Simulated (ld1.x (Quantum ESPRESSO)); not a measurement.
iron: one change to an ultrasoft potential, before and after

- Element: Fe (Z = 26)
- Generator: ld1.x (Quantum ESPRESSO) 7.5
- Type: ultrasoft
- Functional: PBE
- Relativity: scalar-relativistic
- Frozen core: [Ar]
- Valence charge: 8
- Reference configuration: 3d6 4s1.5 4p0.5
- Partial waves: 4s (bound): rcut 2.35, rcutus 2.90 bohr; 4s channel at -0.05 Ry: rcut 2.35, rcutus 2.90 bohr; 4p (bound): rcut 2.70, rcutus 3.50 bohr; 4p channel at 1 Ry: rcut 2.70, rcutus 3.50 bohr; 3d (bound): rcut 1.25, rcutus 1.50 bohr; 3d channel at 0.05 Ry: rcut 1.25, rcutus 1.50 bohr
- Local potential: all-electron potential smoothed inside 3.40 bohr (lloc = -1)
- Core correction: Bessel-smoothed model core inside 0.75 bohr
- Augmentation charge: PSQ, radius 1.40 bohr

All-electron outer shells of the reference configuration (PBE, scalar-relativistic, ld1.x):

```tsv
shell	level (eV)	outermost node (bohr)	outermost maximum (bohr)
3s	-94.93	0.33	0.70
3p	-60.96	0.30	0.72
3d	-8.39	–	0.71
4s	-5.86	1.00	2.38
4p	-1.75	1.10	3.25
```

Change: core correction none.

Cutoffs: the cutoffs (Ry, on a coarse ladder) from which the occupation-weighted sum of valence levels, in a spherical-Bessel basis at the reference potential, stays within 10 and 1 mRy of its value at 400 Ry; they do not see the model core or the augmentation charge, which bear on the density cutoff. Errors are all-electron minus pseudo energies relative to the spin-unpolarised reference configuration.

**Question.** Predict the effect on cutoff, ghosts and configuration errors.

**Answer.** The potential gets neither clearly harder nor softer (45 Ry and 80 Ry → 45 Ry and 80 Ry); of the 7 tests that both files solve, the error grows in 6 and shrinks in 1 by more than 15 % and 0.3 meV (median size 5.2 → 10.9 meV); neither file shows a bound ghost.

| quantity | base | changed |
| --- | --- | --- |
| cutoff, loose | 45 Ry | 45 Ry |
| cutoff, tight | 80 Ry | 80 Ry |
| bound ghosts | none | none |
| error for 3d6 4s2 4p0, meV [ΔE -2.02 eV] | 0.0 | +1.3 |
| error for 3d6 4s1 4p0, meV [ΔE 6.71 eV] | -2.0 | +6.1 |
| error for 3d6 4s0 4p0, meV [ΔE 22.91 eV] | -15 | +100 |
| error for 3d6 4s1 4p1, meV [ΔE 2.09 eV] | -0.4 | +1.2 |
| error for 3d7 4s0 4p0, meV [ΔE 4.62 eV] | -55 | +94 |
| error for 3d6.5 4s1.5 4p0, meV [ΔE -2.74 eV] | -13 | +11 |
| error for 3d6 4s0 4p1, meV [ΔE 11.77 eV] | -5.2 | +25 |
| s: phases at 3.80 bohr within 0.05 rad from the reference energy up to (Ry; the scan ends near 5) | 3.3 | 3.3 |
| p: phases at 3.80 bohr within 0.05 rad from the reference energy up to (Ry; the scan ends near 5) | 1.8 | 1.8 |
| d: phases at 3.80 bohr within 0.05 rad from the reference energy up to (Ry; the scan ends near 5) | 2.7 | 2.7 |
| lowest overlap eigenvalue by channel | s 0.42, p 0.68, d 1.00 | s 0.42, p 0.68, d 1.00 |
